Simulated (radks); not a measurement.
Task: These are the eigenvalues of the occupied orbitals of an atom or ion with whole-number occupations (hartree). Method: scalar-relativistic Kohn-Sham, BLYP, spin-polarised, spherical densities, finite nucleus; Fermi nuclear charge, rms radius of each element as measured or else 0.836 A^(1/3) + 0.57 fm; computed with a radial shooting solver on a logarithmic mesh with Libxc functionals.

| orbital | eigenvalue |
|---|---|
| 1s down | -693.0398 |
| 1s up | -693.0396 |
| 2s up | -98.43850 |
| 2s down | -98.43361 |
| 2p up | -88.09473 |
| 2p down | -88.09110 |
| 3s up | -17.84355 |
| 3s down | -17.84085 |
| 3p up | -14.46375 |
| 3p down | -14.46073 |
| 3d up | -8.93809 |
| 3d down | -8.93345 |
| 4s up | -3.80789 |
| 4s down | -3.77914 |
| 4p up | -2.90158 |
| 4p down | -2.86998 |
| 4d up | -1.60708 |

Which element is it, and in what charge state? The configuration may be excited. Open shells, if any, are filled with parallel spins first.

Result: Z = 41, niobium, charge +4: Nb4+ in [Kr] 4d1. The list shows which subshells hold electrons but not how many an open one holds; the 1s level, -693.04 hartree, gives Z - s = 37.2 by -(Z - s)^2/2, which with screening and relativity narrows Z to a few neighbours, and the depths of the outer levels then fix element, charge and occupations together.
